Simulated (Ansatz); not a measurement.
System: CHO, net charge 1, singlet state. It need not be the lowest isomer of its formula. SMILES: [OH+][C]
Coordinates optimised at B3LYP-D3(BJ)/def2-TZVP (Ansatz, a quantum-chemistry and plane-wave program):
```
O
C 1 1.1538
H 1 0.9970 2 180.00
```
Charge +1, spin multiplicity 1.

Property: vertical ionisation energy (to the doublet state of charge +2; each state is the SCF solution reached for its spin; the UHF <S^2> is 0.86 for the doublet (pure: 0.75)), in eV. Correlated levels leave the core frozen unless marked. Open shells are spin-unrestricted. Spin-orbit coupling is left out. No relativistic terms. CBS marks a two-point X^-3 extrapolation of the correlation energy; Hartree-Fock from the larger set.

```tsv
level	program	vertical ionisation energy (eV)
SVWN5/def2-TZVPD	Ansatz	___
B3LYP/def2-TZVPD	Ansatz	22.87
PBE0/def2-TZVPD	Ansatz	___
CCSD/def2-TZVPPD	Ansatz	___
CCSD/aug-cc-pVQZ	Ansatz	22.79
CCSD(T)/CBS(aug-cc-pVTZ,aug-cc-pVQZ)	Ansatz	22.82
```

Task: Some entries are withheld; supply them.

Result: 
- SVWN5/def2-TZVPD, vertical ionisation energy (eV): 22.73
- PBE0/def2-TZVPD, vertical ionisation energy (eV): 22.69
- CCSD/def2-TZVPPD, vertical ionisation energy (eV): 22.71
